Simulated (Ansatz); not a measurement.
One change: `O[SiH]1C=C1F` becomes `FC1=C[SiH2]1`.

Ansatz, PBE0-D4/def2-TZVP geometries, multiplicity 1. Each molecule was computed in one conformer, which needn't be the lowest.

```json
{"property": "HOMO energy (ωB97M-V/def2-TZVPP) / eV", "`O[SiH]1C=C1F`": "-10.19"}
{"property": "LUMO energy (PBE/def2-TZVPP) / eV", "`O[SiH]1C=C1F`": "-1.12"}
{"property": "LUMO energy (ωB97M-V/def2-TZVPP) / eV", "`O[SiH]1C=C1F`": "1.96"}
{"property": "size of the dipole moment (PBE/def2-TZVPP) / D", "`O[SiH]1C=C1F`": "1.33"}
{"property": "HOMO energy (PBE/def2-TZVPP) / eV", "`O[SiH]1C=C1F`": "-6.58"}
{"property": "LUMO energy (B3LYP/def2-TZVPP) / eV", "`O[SiH]1C=C1F`": "-0.33"}
```

Problem. What does the change do to each property? (Estimate.)

Solution. The calculation gave: 
```tsv
property	`FC1=C[SiH2]1`	shift
HOMO energy (ωB97M-V/def2-TZVPP) / eV	-10.25	-0.06
LUMO energy (PBE/def2-TZVPP) / eV	-1.20	-0.08
LUMO energy (ωB97M-V/def2-TZVPP) / eV	1.39	-0.57
size of the dipole moment (PBE/def2-TZVPP) / D	1.12	-0.21
HOMO energy (PBE/def2-TZVPP) / eV	-6.87	-0.29
LUMO energy (B3LYP/def2-TZVPP) / eV	-0.59	-0.26
```

With PBE0 the HOMO falls by 0.11 eV and the LUMO falls by 0.26 eV, so the gap narrows by about 0.15 eV. PBE moves the HOMO by -0.29 eV and ωB97M-V by -0.06 eV. The zero-point energy changes by -17.9 kJ/mol with -3 modes. Dipoles are sizes alone; their direction can turn.

B3LYP here is the variant with VWN-RPA as its local correlation; programs differ in this.
